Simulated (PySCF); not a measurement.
## C$_{7}$H$_{9}$N: full NMR table

```
Formula                               : C7H9N
SMILES                                : CCc1ccncc1
InChI                                 : InChI=1S/C7H9N/c1-2-7-3-5-8-6-4-7/h3-6H,2H2,1H3
Point group of the computed structure : C1
Degrees of unsaturation               : 4
Carbon signals                        : 5
Proton signals                        : 4
```

Molfile (atoms numbered from 1):
```
C7H9N
     RDKit          3D

 17 17  0  0  0  0  0  0  0  0999 V2000
    2.3340   -0.0958    0.1504 C   0  0  0  0  0  0  0  0  0  0  0  0
    1.2405   -0.3280   -0.8883 C   0  0  0  0  0  0  0  0  0  0  0  0
   -0.1268   -0.0837   -0.3255 C   0  0  0  0  0  0  0  0  0  0  0  0
   -0.6791    1.1916   -0.2863 C   0  0  0  0  0  0  0  0  0  0  0  0
   -1.9284    1.3749    0.2838 C   0  0  0  0  0  0  0  0  0  0  0  0
   -2.6531    0.3922    0.8085 N   0  0  0  0  0  0  0  0  0  0  0  0
   -2.1253   -0.8261    0.7699 C   0  0  0  0  0  0  0  0  0  0  0  0
   -0.8844   -1.1117    0.2220 C   0  0  0  0  0  0  0  0  0  0  0  0
    3.3216   -0.2904   -0.2729 H   0  0  0  0  0  0  0  0  0  0  0  0
    2.3155    0.9346    0.5124 H   0  0  0  0  0  0  0  0  0  0  0  0
    2.1969   -0.7519    1.0128 H   0  0  0  0  0  0  0  0  0  0  0  0
    1.4033    0.3325   -1.7449 H   0  0  0  0  0  0  0  0  0  0  0  0
    1.3011   -1.3541   -1.2614 H   0  0  0  0  0  0  0  0  0  0  0  0
   -0.1430    2.0382   -0.7020 H   0  0  0  0  0  0  0  0  0  0  0  0
   -2.3718    2.3667    0.3165 H   0  0  0  0  0  0  0  0  0  0  0  0
   -2.7277   -1.6229    1.1983 H   0  0  0  0  0  0  0  0  0  0  0  0
   -0.5142   -2.1315    0.2190 H   0  0  0  0  0  0  0  0  0  0  0  0
  1  2  1  0
  2  3  1  0
  3  4  2  0
  4  5  1  0
  5  6  2  0
  6  7  1  0
  7  8  2  0
  8  3  1  0
  1  9  1  0
  1 10  1  0
  1 11  1  0
  2 12  1  0
  2 13  1  0
  4 14  1  0
  5 15  1  0
  7 16  1  0
  8 17  1  0
M  END
```

Computed data (PySCF 2.14.0 with density-fitted response routines): coordinates at the PBE0-D3(BJ)/def2-TZVP level, GIAO B97-2/pcSseg-2 shieldings. Non-relativistic Hamiltonian, no solvent model, one averaged value for each set of equivalent atoms, single conformer.

References, each an isolated molecule treated in the same way: ¹H (σ = 31.64 ppm), ¹³C (σ = 185.38 ppm) against TMS; ¹⁵N (σ = 261.75 ppm) against NH3.

| carbon | δC, type | δH (multiplicity) | HMBC from (2–3 bonds) | span of the C tensor (ppm) |
| --- | --- | --- | --- | --- |
| C1 | 21.4, CH3 | 1.19 (t) | H12/H13 | 32 |
| C2 | 35.0, CH2 | 2.61 (q) | H14/H17, H9/H10/H11 | 33 |
| C3 | 161.1, C | – | H15/H16, H14/H17, H12/H13, H9/H10/H11 | 253 |
| C4/C8 | 129.0, CH | 7.23 (d) | H15/H16, H14/H17, H12/H13 | 215 |
| C5/C7 | 158.4, CH | 8.84 (d) | H15/H16, H14/H17 | 226 |

Other nuclei:
```json
{"atoms": "N6", "nucleus": "¹⁵N", "environment": "pyridine-type ring nitrogen", "δ (ppm)": "347.0", "σ (ppm)": "-85.3"}
```

- Carbon types of the structure: 1 × C, 4 × CH, 1 × CH2, 1 × CH3, which accounts for all hydrogens.
- δC 161.1: substituted aromatic carbon.
- δC 158.4: aromatic CH next to a ring nitrogen; the adjacent pyridine-type nitrogen withdraws density from it.
- δC 129.0: aromatic CH; the aromatic region.
- δC 21.4: methyl carbon; aliphatic region, no heteroatom directly attached.
- δH 8.84: hydrogen on an aromatic CH next to a ring nitrogen; ring current plus the neighbouring ring nitrogen.

Shifts are as computed. Against solution values, carbons near 30 ppm lie about +3 ppm off and those near 130 ppm about +7 ppm. Of 1211 compounds with measured shifts, 218 miss one by over three times the rms of a fit or turn the order of signals round; such compounds aren't used in these exercises. Experimental scales use liquid or dissolved standards, which lie at an offset from isolated NH3 (liquid NH3: subtract about 20 ppm). Unscaled 15N shifts of sp2 nitrogen come out 20 to 40 ppm too high even then. Multiplicities follow the n + 1 count of equivalent neighbours, as no J values were calculated; m marks all less simple cases, F and P coupling included.
